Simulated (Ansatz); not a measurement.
Geometry optimisation, RKS BLYP-D4/def2-mTZVP in Ansatz.

The input (input.yaml):

```yaml
crystal:
  periodic: [false, false, false]
  atoms:
    - { symbol: B, position_ang: [-1.8078, -0.9842, 0.4352] }
    - { symbol: C, position_ang: [-0.5553, -1.0831, -0.4733] }
    - { symbol: B, position_ang: [0.5165, -0.0129, -0.0439] }
    - { symbol: "N", position_ang: [1.9192, -0.4903, 0.6012] }
    - { symbol: C, position_ang: [0.3068, 1.5418, -0.2594] }
    - { symbol: Cl, position_ang: [0.1632, 1.9312, -1.9785] }
    - { symbol: H, position_ang: [-1.7695, -1.1021, 1.5959] }
    - { symbol: H, position_ang: [-2.8535, -0.6544, -0.0842] }
    - { symbol: H, position_ang: [-0.8074, -0.9104, -1.4981] }
    - { symbol: H, position_ang: [-0.1436, -2.1043, -0.3242] }
    - { symbol: H, position_ang: [1.62308, -1.1739, 1.35496] }
    - { symbol: H, position_ang: [2.44628, -0.93381, -0.11165] }
    - { symbol: H, position_ang: [-0.6745, 1.8835, 0.2626] }
    - { symbol: H, position_ang: [1.1313, 2.1344, 0.195] }
basis:
  gaussian: { orbitals: def2-mTZVP }
hamiltonian:
  xc: blyp
  dispersion: d4
relax:
  f_tol: 0.015
  max_steps: 40
```

Launched with:

```bash
$ ansatz run input.yaml --threads 2 --pin off --max-ram 3072MiB --backend cpu --events-out ev --progress --plain --runs-dir out
```

Task: Where does it end, and by what steps?

Result: The forces met the threshold. After 26 steps the energy has fallen by 1.758 eV; H12 moved furthest, 1.46 Å.

| step | energy less start (eV) | largest force component (eV/Å) | accepted |
| --- | --- | --- | --- |
| 0 | 0.0000 | 3.827 | yes |
| 1 | -0.4624 | 2.047 | yes |
| 2 | -0.7403 | 1.873 | yes |
| 3 | -0.9947 | 1.379 | yes |
| 4 | -1.2266 | 1.142 | yes |
| 5 | -1.4200 | 0.976 | yes |
| 6 | -1.5567 | 1.430 | yes |
| 7 | -1.6384 | 0.902 | yes |
| 8 | -1.6601 | 0.721 | yes |
| 9 | -1.6652 | 0.878 | yes |
| 10 | -1.7250 | 0.185 | yes |
| 11 | -1.7331 | 0.063 | yes |
| 12 | -1.7364 | 0.049 | yes |
| 13 | -1.7409 | 0.151 | yes |
| 14 | -1.7434 | 0.063 | yes |
| 15 | -1.7469 | 0.051 | yes |
| 16 | -1.7463 | 0.201 | no |
| 17 | -1.7494 | 0.084 | yes |
| 18 | -1.7521 | 0.094 | yes |
| 19 | -1.7532 | 0.180 | yes |
| 20 | -1.7545 | 0.131 | yes |
| 21 | -1.7561 | 0.088 | yes |
| 22 | -1.7571 | 0.064 | yes |
| 23 | -1.7573 | 0.043 | yes |
| 24 | -1.7576 | 0.043 | yes |
| 25 | -1.7577 | 0.016 | yes |
| 26 | -1.7578 | 0.006 | yes |

```xyz
14
Properties=species:S:1:pos:R:3
B -1.657 -1.098 0.704
C -0.759 -1.060 -0.557
B 0.422 -0.072 -0.110
N 1.485 -0.543 0.677
C 0.382 1.472 -0.491
Cl 0.824 1.607 -2.305
H -1.545 -1.972 1.517
H -2.420 -0.203 0.941
H -1.249 -0.604 -1.429
H -0.344 -2.040 -0.833
H 1.586 -1.515 0.961
H 2.271 0.036 0.967
H -0.609 1.927 -0.403
H 1.108 2.106 0.030
```

Run time: 110 s on 2 threads of Arm Neoverse V1 (shared host), peak memory 0.19 GiB.
